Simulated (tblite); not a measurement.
Species: C₅H₁₄B₂.
Numbering: `[BH2:1][CH2:2][CH2:3][BH:4][CH2:5][CH2:6][CH3:7]` (hydrogens: H8, H9 on B1; H10, H11 on C2; H12, H13 on C3; H14 on B4; H15, H16 on C5; H17, H18 on C6; H19, H20, H21 on C7)

Computed with GFN2-xTB (tblite), gas phase: L-BFGS steps from a force-field or distance-geometry start until the largest atomic force falls under 0.01 eV/Å.

At the end of the run (lengths in Å): C7–H20 1.088, C2–C3 1.540, C3–H12 1.096, C6–H17 1.094, B1–H8 1.172, C7–H21 1.088, C5–H15 1.104, B4–C5–C6 118.7°, C3–B4–C5 118.0°, C2–C3–B4 114.6°, B1–C2–C3 113.8°, B1–C2–C3–B4 55°, C2–C3–B4–C5 -7°, C3–B4–C5–C6 -160°, H19–C7–C6–C5 59°, H17–C6–C7–H19 180°.

Question: These geometries were met on the way; a selection of coordinates is given. Order them by energy above the end point, lowest first.
A. C7–H20 1.085, C2–C3 1.541, C3–H12 1.095, C6–H17 1.093, B1–H8 1.168, C7–H21 1.086, C5–H15 1.097, B4–C5–C6 114.0°, C3–B4–C5 124.8°, C2–C3–B4 117.8°, B1–C2–C3 113.5°, B1–C2–C3–B4 62°, C2–C3–B4–C5 8°, C3–B4–C5–C6 -156°, H19–C7–C6–C5 26°, H17–C6–C7–H19 149°
B. C7–H20 1.093, C2–C3 1.532, C3–H12 1.105, C6–H17 1.100, B1–H8 1.184, C7–H21 1.090, C5–H15 1.107, B4–C5–C6 109.8°, C3–B4–C5 125.3°, C2–C3–B4 114.7°, B1–C2–C3 110.6°, B1–C2–C3–B4 60°, C2–C3–B4–C5 12°, C3–B4–C5–C6 -160°, H19–C7–C6–C5 28°, H17–C6–C7–H19 150°
C. C7–H20 1.088, C2–C3 1.538, C3–H12 1.092, C6–H17 1.095, B1–H8 1.173, C7–H21 1.089, C5–H15 1.094, B4–C5–C6 119.0°, C3–B4–C5 121.2°, C2–C3–B4 118.5°, B1–C2–C3 115.9°, B1–C2–C3–B4 62°, C2–C3–B4–C5 9°, C3–B4–C5–C6 -157°, H19–C7–C6–C5 34°, H17–C6–C7–H19 155°
D. C7–H20 1.073, C2–C3 1.539, C3–H12 1.085, C6–H17 1.083, B1–H8 1.152, C7–H21 1.075, C5–H15 1.092, B4–C5–C6 111.6°, C3–B4–C5 125.6°, C2–C3–B4 115.1°, B1–C2–C3 112.8°, B1–C2–C3–B4 62°, C2–C3–B4–C5 9°, C3–B4–C5–C6 -159°, H19–C7–C6–C5 27°, H17–C6–C7–H19 148°
E. C7–H20 1.137, C2–C3 1.499, C3–H12 1.135, C6–H17 1.132, B1–H8 1.208, C7–H21 1.121, C5–H15 1.134, B4–C5–C6 109.8°, C3–B4–C5 125.4°, C2–C3–B4 115.3°, B1–C2–C3 110.6°, B1–C2–C3–B4 58°, C2–C3–B4–C5 14°, C3–B4–C5–C6 -162°, H19–C7–C6–C5 28°, H17–C6–C7–H19 151°

Answer: C (0.104 eV), A (0.173 eV), D (0.279 eV), B (0.449 eV), E (0.728 eV).

```csv
step,E above end (eV),"rms distance from the end, all atoms (Å)",largest force (eV/Å),rms shift of all bonds from the end (Å)
25,0.104,0.358,0.145,0.004
12,0.173,0.443,0.136,0.005
3,0.279,0.457,0.548,0.010
1,0.449,0.461,1.161,0.008
0,0.728,0.463,2.704,0.028
```

Rows stand in the order of the answer.
